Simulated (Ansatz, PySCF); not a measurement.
Gas-phase reaction R1 → P1 + P2, each structure at its B3LYP-D3(BJ)/def2-TZVP stationary point, reached from a drawn start (curvature not checked).
R1, H4Mo (SMILES [MoH4]) (charge 0, multiplicity 3, Z-matrix in Å and degrees):
```
Mo
H 1 1.6932
H 1 1.6932 2 109.46
H 1 1.6932 2 109.47 3 -120.00
H 1 1.6932 2 109.47 3 120.00
```
P1, H3Mo (SMILES [MoH3]) (charge 0, multiplicity 4):
| atom | x (Å) | y (Å) | z (Å) |
|---|---|---|---|
| Mo | -0.0019 | -0.0019 | -0.4569 |
| H | 1.5894 | -0.0087 | 0.1456 |
| H | -0.7857 | 1.3812 | 0.1499 |
| H | -0.8018 | -1.3706 | 0.1615 |
P2: H atom, charge 0, multiplicity 2.

P less R. No zero-point or thermal terms; open shells are unrestricted; no spin–orbit coupling. The spin states of the d-block species are the ones drawn and need not be the lowest.

Cores are frozen in the correlated methods.

The values were computed with Ansatz (an electronic-structure program); PySCF for M06-2X. All values are computed, each at the level named. Elements past Kr take the def2 small-core potentials, without spin–orbit coupling.

```tsv
level	reaction energy (kcal/mol)
HF/def2-QZVPP	32.82
BLYP/def2-TZVPP	66.50
PBE0/def2-TZVPP	59.85
BHLYP/def2-TZVPP	59.59
M06-2X/def2-TZVPP	58.01
CAM-B3LYP/def2-TZVPP	63.43
SCS-MP2/def2-QZVPP	65.10
CCSD/def2-SVP	55.20
CCSD(T)/def2-QZVPP	…
```

Question: Fill in the missing entries.

Answer: 
- CCSD(T)/def2-QZVPP, reaction energy (kcal/mol): 60.86
